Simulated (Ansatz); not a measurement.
Worked example: GeH2Cl2 + C4H9 → GeH2Cl + C4H9Cl

Species: GeH2Cl2 (dichlorogermane) `[Cl][GeH2][Cl]`, singlet; C4H9 (tert-butyl radical) `C[C](C)C`, doublet; GeH2Cl `[Cl][GeH2]`, doublet; C4H9Cl (2-chloro-2-methylpropane) `CC(C)(C)Cl`, singlet. A radical takes Cl: the energy is the difference in strength between the Ge–Cl bond broken and the C–Cl bond made.

Shapes, held fixed at every level: PBE0-D4/def2-TZVP. Programs: Ansatz 0.2.0. The zero-point and thermal change to 298 K, harmonic and unscaled (PBE0-D4/def2-TZVP), is +4.1 kJ/mol.

At CCSD(T)/def2-TZVPP; 1 Eh = 2625.50 kJ/mol:

```
species   energy (Eh)
GeH2Cl2  -2996.340557
   C4H9   -157.493269
 GeH2Cl  -2536.521267
 C4H9Cl   -617.294355
```

Work out ΔH(298 K) of the reaction at this level.


1. Products less reactants: (-2536.521267) + (-617.294355) − [(-2996.340557) + (-157.493269)] = 0.018204 Eh = +47.8 kJ/mol.
2. With the thermal change: +47.8 + (+4.1) = +51.9 kJ/mol.

Other levels give +38.1 (SPW92/def2-TZVPP) to +68.9 kJ/mol (BHLYP-D4/def2-TZVPP). No measured value is set beside it here. Open shells run unrestricted unless RO is named. Relativity is left out for Ge unless named. Correlated rows may include outer-core shells of Ge, which these sets cover unevenly.
